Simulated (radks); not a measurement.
Removal energies from the rhodium ion Rh5+, [Kr] 4d4, by Delta-SCF beside the eigenvalue of the level emptied. All-electron calculation, scalar-relativistic Kohn-Sham, BLYP, spin-polarised, spherical densities, finite nucleus; Fermi nuclear charge, rms radius of each element as measured or else 0.836 A^(1/3) + 0.57 fm. Program: a radial shooting solver on a logarithmic mesh with Libxc functionals. Open shells are filled with parallel spins first.

removed from,final configuration,Delta-SCF (eV),-eigenvalue (eV)
4d,[Kr] 4d3,80.535,72.104
4p,[Ar] 3d10 4s2 4p5 4d4,126.42,117.16
4s,[Ar] 3d10 4s1 4p6 4d4,160.16,150.40
3d,[Ar] 3d9 4s2 4p6 4d4,394.77,373.55
